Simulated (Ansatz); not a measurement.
Wavefunction ladder for C₂H₉GaGeO (`[CH3][Ga]([CH3])[O][GeH3]`)

| atom | x (Å) | y (Å) | z (Å) |
| --- | --- | --- | --- |
| C1 | 1.647 | 0.125 | -0.984 |
| Ga2 | -0.280 | 0.003 | -0.619 |
| C3 | -1.805 | -0.049 | -1.844 |
| O4 | -0.765 | -0.077 | 1.110 |
| Ge5 | 0.161 | -0.070 | 2.608 |
| H6 | 1.856 | 0.175 | -2.054 |
| H7 | 2.067 | 1.012 | -0.505 |
| H8 | 2.165 | -0.743 | -0.569 |
| H9 | -1.859 | 0.873 | -2.428 |
| H10 | -1.708 | -0.876 | -2.551 |
| H11 | -2.734 | -0.166 | -1.286 |
| H12 | -0.319 | -1.252 | 3.470 |
| H13 | -0.096 | 1.261 | 3.340 |
| H14 | 1.671 | -0.216 | 2.313 |

Total charge 0; spin multiplicity 1. Correlated methods include outer-core shells of Ga, Ge, which these sets cover unevenly. Scalar relativity is left out up to krypton. The geometry is a stationary point of PBE0-D4/def2-TZVP. It is one conformer, not always the lowest. Frozen core, restricted reference, the Gaussian-basis code of Ansatz.

```tsv
basis	HF (Eh)	MP2 corr.	CCSD corr.	(T)	CCSD(T) total
def2-SVP	-4153.87689	-0.92981	-0.96334	-0.02830	-4154.86853
def2-TZVPP	-4154.57459	-1.09163	–	–	–
def2-QZVPP	-4154.66494	-1.64406	–	–	–
```
